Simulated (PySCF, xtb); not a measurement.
GeH3NO, SMILES [Ge]([NH2])[OH] (connectivity only; charge and spin as stated), neutral, multiplicity 1.

GFN2-xTB run with xtb at its own geometry gives an orbital gap of 4.66 eV and a dipole moment of 2.01 D.

Geometry: r2SCAN-D4/def2-TZVP. One conformer was computed; it need not be the lowest.

What does PySCF with HF/def2-TZVPD give? (An estimate is asked for; the answer gives what the named calculation found.)

gap 11.54 eV (levels -9.88 and 1.66 eV), dipole 2.61 D.
